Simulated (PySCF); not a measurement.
C₆H₁₆Si, SMILES CCC[Si](C)(C)C (GFN2-xTB optimised geometry):

```
23

C      2.665    -1.343    -0.019
C      1.142    -1.400    -0.032
C      0.519    -0.006     0.000
Si    -1.395    -0.006     0.000
C     -2.052    -0.896    -1.556
C     -2.050    -0.894     1.558
C     -2.006     1.802     0.000
H      3.090    -2.344    -0.048
H      3.033    -0.789    -0.881
H      3.020    -0.845     0.881
H      0.797    -1.972     0.831
H      0.810    -1.925    -0.930
H      0.886     0.558    -0.860
H      0.886     0.517     0.885
H     -3.132    -0.815    -1.629
H     -1.806    -1.954    -1.543
H     -1.631    -0.473    -2.463
H     -1.646    -0.454     2.465
H     -3.132    -0.833     1.620
H     -1.783    -1.947     1.558
H     -1.668     2.336     0.883
H     -3.090     1.848    -0.014
H     -1.644     2.344    -0.868
```

Calculation: PBE0/def2-SVP (PySCF).

Q: What are the frontier orbital energies and the dipole moment?

A: HOMO-2 -8.27 eV, HOMO-1 -8.24 eV, HOMO -7.76 eV, LUMO 1.52 eV, LUMO+1 2.25 eV; dipole moment 0.05 D.

Meta-Löwdin charges at PBE0/def2-SVP: C1 -0.29, C2 -0.15, C3 -0.41, Si4 0.88, C5 -0.55, C6 -0.55, C7 -0.55, H8 0.10, H9 0.09, H10 0.09, H11 0.09, H12 0.09, H13 0.10, H14 0.10, H15 0.11, H16 0.11, H17 0.11, H18 0.11, H19 0.11, H20 0.11, H21 0.11, H22 0.11, H23 0.11.
